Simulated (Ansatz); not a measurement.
`[SiH3][SiH2][GeH2][GeH2][SiH2][GeH3]` + `CBO` → `CBO[SiH2][SiH3]` + `[GeH3][SiH2][GeH2][GeH3]`  (cleavage of the Si–Ge bond)

Isolated molecules relaxed with PBE0-D4/def2-TZVP in Ansatz; ΔE leaves out vibrations. CCSD(T)/CBS is the MP2 limit (def2-TZVPP, def2-QZVPP) plus CCSD(T) − MP2 in def2-TZVPP, frozen cores. DFT in def2-TZVPP. HSE06 is defined as in plane-wave codes. For Ge outer-core shells are correlated without core-valence functions, which leaves a few kJ/mol of doubt a bond. Scalar relativity is left out up to krypton. One conformer a species, not always the lowest.

(1) Is it downhill or uphill in electronic energy at CCSD(T)/CBS, and by how much? (Best estimate.)

(2) What do these levels give: revPBE-D4, B97M-V, PBE0-D4, r2SCAN0-D4, HSE06-D4, r2SCAN, HF/def2-SVP, HF/def2-TZVPP, MP2/def2-TZVPP, CCSD/def2-TZVPP, CCSD(T)/def2-TZVPP, MP2/def2-QZVPP? (Estimate.)

Largest T1 diagnostic among the species: 0.013.

Answers

(1) Ansatz gave: Downhill: ΔE = -8.5 kcal/mol.

(2) Ansatz gave: revPBE-D4 -4.9, B97M-V -10.2, PBE0-D4 -5.5, r2SCAN0-D4 -8.5, HSE06-D4 -5.4, r2SCAN -9.0, HF/def2-SVP -14.2, HF/def2-TZVPP -17.9, MP2/def2-TZVPP -8.5, CCSD/def2-TZVPP -9.9, CCSD(T)/def2-TZVPP -8.6, MP2/def2-QZVPP -8.8 kcal/mol.

In def2-TZVPP, CCSD(T) changes the Hartree–Fock value by +9.3 kcal/mol (the triples alone add +1.3 kcal/mol) and MP2 by +9.4 kcal/mol. From BLYP to BHLYP (50 % exact exchange), in def2-TZVPP and without D4, ΔE moves by −2.3 kcal/mol.
